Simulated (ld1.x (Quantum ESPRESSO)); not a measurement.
**An all-electron radial function and its pseudo partner (Ru)**

Columns: radius, all-electron u(r) and pseudo u(r) of the 5s shell (level -18.47 eV) of ruthenium in the configuration [Ar] 3d10 4s2 4p6 4d6 5s0 5p0; PW91, non-relativistic, TM scheme, ld1.x (Quantum ESPRESSO) 7.5.

| r (bohr) | all-electron | pseudo |
| --- | --- | --- |
| 0.125 | -0.1218 | 0.0128 |
| 0.250 | 0.1735 | 0.0262 |
| 0.375 | 0.1719 | 0.0411 |
| 0.500 | -0.0366 | 0.0582 |
| 0.625 | -0.2328 | 0.0783 |
| 0.750 | -0.3316 | 0.1024 |
| 0.875 | -0.3306 | 0.1314 |
| 1.000 | -0.2563 | 0.1664 |
| 1.125 | -0.1392 | 0.2079 |
| 1.250 | -0.0042 | 0.2563 |
| 1.375 | 0.1318 | 0.3111 |
| 1.500 | 0.2583 | 0.3710 |
| 1.625 | 0.3697 | 0.4334 |
| 1.750 | 0.4634 | 0.4951 |
| 1.875 | 0.5390 | 0.5524 |
| 2.000 | 0.5971 | 0.6015 |
| 2.125 | 0.6391 | 0.6401 |
| 2.250 | 0.6667 | 0.6668 |
| 2.375 | 0.6818 | 0.6818 |
| 2.500 | 0.6864 | 0.6864 |
| 2.625 | 0.6821 | 0.6821 |
| 2.750 | 0.6707 | 0.6707 |
| 2.875 | 0.6537 | 0.6537 |
| 3.000 | 0.6323 | 0.6323 |
| 3.125 | 0.6078 | 0.6078 |
| 3.250 | 0.5810 | 0.5810 |

Problem. How many radial nodes do the two functions have?

Solution. The all-electron 5s function has n − l − 1 = 4 (the table is too coarse to show those close to the nucleus); the pseudo-wave has 0, since the states of the same l below it are removed with the core.

Problem. At about which radius was the pseudo-wave matched?

Solution. 2.50 bohr. The columns agree to 0.0005 from 2.25 bohr on; several derivatives are matched, so the curves merge somewhat inside the radius.

Problem. Where does each function peak?

Solution. Outermost all-electron maximum near 2.50 bohr, pseudo maximum near 2.50 bohr (to the table’s step).

Problem. Is the pseudo-wave norm-conserving?

Solution. Yes: the TM scheme keeps the norm inside the radius equal to the all-electron one, which fixes the energy derivative of the logarithmic derivative at the level.
